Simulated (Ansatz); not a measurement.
Reaction (ligand exchange at a B–F bond): `FB(Cl)O[SiH3]` + HBr → `[SiH3]OB(Cl)Br` + H–F

Gas-phase electronic energies from Ansatz, PBE0-D4/def2-TZVP geometries. CCSD(T)/CBS adds triple-zeta CCSD(T) − MP2 to the extrapolated MP2 energy (def2 sets, frozen cores). This one scheme is used for every species. Functionals use def2-TZVPP. HSE06 is defined as in plane-wave codes. For Br outer-core shells are correlated without core-valence functions, which leaves a few kJ/mol of doubt a bond. Scalar relativity is left out up to krypton. Each species was taken in one conformer, which may not be the lowest.

`FB(Cl)O[SiH3]`:

Z-matrix (Å, degrees):
```
Si
O 1 1.661
H 1 1.482 2 110.5
H 1 1.480 2 107.4 3 120.6
H 1 1.480 2 107.3 3 -120.6
B 2 1.334 1 137.4 3 -1.6
Cl 6 1.754 2 120.6 1 180.0
F 6 1.325 2 121.7 1 -0.0
```

HBr:

```xyz
2

Br   -0.588   -0.013   -0.398
H     0.588    0.013    0.398
```

`[SiH3]OB(Cl)Br`:

Cartesian coordinates in Å:
```
Si 0.598 0.219 1.103
O -0.523 -0.517 0.107
B -0.820 -0.400 -1.183
Cl -2.096 -1.366 -1.886
Br 0.143 0.833 -2.316
H 1.962 -0.059 0.597
H 0.338 1.676 1.141
H 0.398 -0.386 2.437
```

H–F:

Z-matrix (Å, degrees):
```
F
H 1 0.920
```

| level | ΔE (kJ/mol) | difference from CCSD(T)/CBS |
| --- | --- | --- |
| B97M-V | 75.2 | 18.7 |
| PBE0-D4 | 60.2 | 3.7 |
| HSE06-D4 | 60.0 | 3.5 |
| BHLYP-D4 | 73.1 | 16.6 |
| CAM-B3LYP-D4 | 77.5 | 21.0 |
| PBE-QIDH | 61.3 | 4.8 |
| r2SCANh | 69.2 | 12.7 |
| r2SCAN0 | 69.4 | 12.9 |
| CAM-B3LYP | 83.2 | 26.7 |
| HF/def2-QZVPP | 93.6 | 37.1 |
| CCSD(T)/CBS | 56.5 | 0 |

Largest T1 diagnostic among the species: 0.012.

From BLYP to BHLYP (50 % exact exchange), in def2-TZVPP and without D4, ΔE moves by +4.5 kJ/mol. The D4 term adds −10.1 kJ/mol with B3LYP and −5.3 kJ/mol with PBE0; it sums over pairs of atoms, weighted by their polarisabilities, and B3LYP, whose exchange is more repulsive, gets the larger term. In def2-TZVPP, CCSD(T) changes the Hartree–Fock value by −28.7 kJ/mol (the triples alone add −5.0 kJ/mol) and MP2 by −39.4 kJ/mol.

B3LYP here is the variant with VWN-RPA as its local correlation; programs differ in this.
